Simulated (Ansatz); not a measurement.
A geometry relaxed with PBE0-D3(BJ)/def2-TZVP (Ansatz, a quantum-chemistry and plane-wave program), charge 0, multiplicity 1:

```xyz
6

H      0.8911    -1.6548    -0.2767
I      0.5186     2.6684     0.1759
B      0.1119     0.5753     0.0382
S     -1.6007     0.1056     0.2309
S      1.5296    -0.4708    -0.2555
H     -1.4506    -1.2236     0.0871
```

Task: Write the SMILES of this molecule.

Result: `SB(S)I`
